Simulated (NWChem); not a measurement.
Correlation energy of Tl

```xyz
1

Tl     0.0000     0.0000     0.0000
```
Charge 0, spin multiplicity 2.

Program: NWChem.

Basis set: def2-SVP. Each correlation energy counts from its own Hartree-Fock reference.

Effective core potentials replace the inner electrons of Tl; spin-orbit coupling is left out. The correlated methods keep 4 core orbitals frozen. The stability of the SCF solutions was not checked. Open-shell Hartree-Fock references start from PBE0 orbitals. Coupled-cluster values serve here as a point of comparison, not as the truth.

**Question.** For the correlation energy, UMP2 gives -51.8 mHa and SCS-UMP2 gives -52.2 mHa. What do CCSD on UHF, CCSD[T] on UHF, CCSD(T) on UHF give?

**Answer.** CCSD on UHF: -65.5 mHa; CCSD[T] on UHF: -67.5 mHa; CCSD(T) on UHF: -67.3 mHa.
